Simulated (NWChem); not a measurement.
System: C$_{4}$H$_{5}$Cl; SMILES C1CCC=1Cl

Input file for NWChem:

```
start job
memory heap 200 mb stack 900 mb global 1100 mb
geometry units angstroms noautosym nocenter noautoz
  Cl    -0.018115    -1.799432     0.000000
  C     -0.066482    -0.061992     0.000000
  C     -1.064583     0.828408     0.000000
  C     -0.096671     2.003735     0.000000
  C      1.062330     0.940316     0.000000
  H     -2.146203     0.756221     0.000000
  H     -0.125987     2.638993    -0.892738
  H     -0.125987     2.638993     0.892738
  H      1.696244     0.940492    -0.893196
  H      1.696244     0.940492     0.893196
end
basis spherical
  * library 6-31g*
end
dft
  xc m05-2x
  iterations 150
end
cosmo
  do_cosmo_smd true
  solvent clbenzen
end
task dft energy
```

Excerpt of the output:

```
             Northwest Computational Chemistry Package (NWChem) 7.3.0
             --------------------------------------------------------

                             Geometry "geometry" -> ""
                             -------------------------

 Output coordinates in angstroms (scale by  1.889725989 to convert to a.u.)

  No.       Tag          Charge          X              Y              Z
 ---- ---------------- ---------- -------------- -------------- --------------
    1 Cl                  17.0000    -0.01811500    -1.79943200     0.00000000
    2 C                    6.0000    -0.06648200    -0.06199200     0.00000000
    3 C                    6.0000    -1.06458300     0.82840800     0.00000000
    4 C                    6.0000    -0.09667100     2.00373500     0.00000000
    5 C                    6.0000     1.06233000     0.94031600     0.00000000
    6 H                    1.0000    -2.14620300     0.75622100     0.00000000
    7 H                    1.0000    -0.12598700     2.63899300    -0.89273800
    8 H                    1.0000    -0.12598700     2.63899300     0.89273800
    9 H                    1.0000     1.69624400     0.94049200    -0.89319600
   10 H                    1.0000     1.69624400     0.94049200     0.89319600

 Effective nuclear repulsion energy (a.u.)     200.3465362879

                                 NWChem DFT Module
                                 -----------------

 Summary of "ao basis" -> "ao basis" (spherical)
 ------------------------------------------------------------------------------
       Tag                 Description            Shells   Functions and Types
 ---------------- ------------------------------  ------  ---------------------
 Cl                          6-31g*                  8       18   4s3p1d
 C                           6-31g*                  6       14   3s2p1d
 H                           6-31g*                  2        2   2s

 in cosmo_initialize ...
 calling solv_data for solv:clbenzen

 solvent parameters
 solvname_short: clbenzen
 solvname_long:  chlorobenzene
 dielec:        5.6968
 dielecinf:     2.3229
 nonaqueous SMD model solvent descriptors
 dielec:        5.6968
 sola:          0.0000
 solb:          0.0700
 solc:          0.8570
 solg:         47.4800
 solh:          0.1430
 soln:          1.5241

[...]

                                COSMO-SMD solvation results
                                ---------------------------

             internal energy in gas <Psi(g)|H|Psi(g)> =      -615.518195245166
         internal energy in solvent <Psi(s)|H|Psi(s)> =      -615.517775298338
                               delta internal energy  =         0.000419946828 (    0.26 kcal/mol)
   total free energy in solvent <Psi(s)|H+V/2|Psi(s)> =      -615.521635436183
 polarization energy contribution <Psi(s)|V/2|Psi(s)> =        -0.003860137845 (   -2.42 kcal/mol)
    total free energy in solvent including G(SMD-CDS) =      -615.526584170991
                       G(SMD-CDS) energy contribution =        -0.004948734808 (   -3.11 kcal/mol)
     1 M fixed-concentration free energy of solvation =        -0.008388925825 (   -5.26 kcal/mol)

                       DFT Final Molecular Orbital Analysis
                       ------------------------------------

 Vector   21  Occ=2.000000D+00  E=-4.017619D-01
              MO Center= -8.7D-02,  1.1D+00, -1.1D-09, r^2= 2.6D+00
   Bfn.  Coefficient  Atom+Function         Bfn.  Coefficient  Atom+Function
  ----- ------------  ---------------      ----- ------------  ---------------
    49      0.358608   4 C  px               63     -0.300005   5 C  px
    35     -0.248780   3 C  px               36     -0.203940   3 C  py
    53      0.187150   4 C  px               67     -0.177483   5 C  px
    76      0.161263   6 H  s                75      0.158531   6 H  s
     7      0.129312   1 Cl px               40     -0.111521   3 C  py

 Vector   22  Occ=2.000000D+00  E=-3.720275D-01
              MO Center=  8.6D-02, -1.0D+00, -1.8D-10, r^2= 2.9D+00
   Bfn.  Coefficient  Atom+Function         Bfn.  Coefficient  Atom+Function
  ----- ------------  ---------------      ----- ------------  ---------------
     7      0.615285   1 Cl px               11      0.345585   1 Cl px
     3     -0.237304   1 Cl px               64      0.219537   5 C  py
    21     -0.201007   2 C  px                8      0.129898   1 Cl py
    68      0.127524   5 C  py               66     -0.119855   5 C  s
    63      0.112277   5 C  px               35      0.107972   3 C  px

 Vector   23  Occ=2.000000D+00  E=-3.020721D-01
              MO Center= -3.7D-01,  1.3D-01,  7.3D-12, r^2= 3.0D+00
   Bfn.  Coefficient  Atom+Function         Bfn.  Coefficient  Atom+Function
  ----- ------------  ---------------      ----- ------------  ---------------
    37     -0.364846   3 C  pz                9      0.361584   1 Cl pz
    23     -0.336293   2 C  pz               41     -0.283596   3 C  pz
    27     -0.252107   2 C  pz               13      0.235716   1 Cl pz
     5     -0.137753   1 Cl pz               78     -0.109583   7 H  s
    80      0.109583   8 H  s                51      0.101424   4 C  pz

 Vector   24  Occ=0.000000D+00  E= 5.734481D-02
              MO Center= -4.8D-01,  3.8D-01, -2.2D-10, r^2= 2.5D+00
   Bfn.  Coefficient  Atom+Function         Bfn.  Coefficient  Atom+Function
  ----- ------------  ---------------      ----- ------------  ---------------
    41     -0.645498   3 C  pz               27      0.641032   2 C  pz
    23      0.427557   2 C  pz               37     -0.400771   3 C  pz
    13     -0.194358   1 Cl pz               82      0.188078   9 H  s
    84     -0.188078  10 H  s                 9     -0.150893   1 Cl pz
    78     -0.139286   7 H  s                80      0.139286   8 H  s

[...]
```

Level: M05-2X/6-31G* (spherical d), SMD on the gas-phase geometry. Coordinates come from a B3LYP/6-31G* (spherical d) optimisation. Solvent: chlorobenzene.
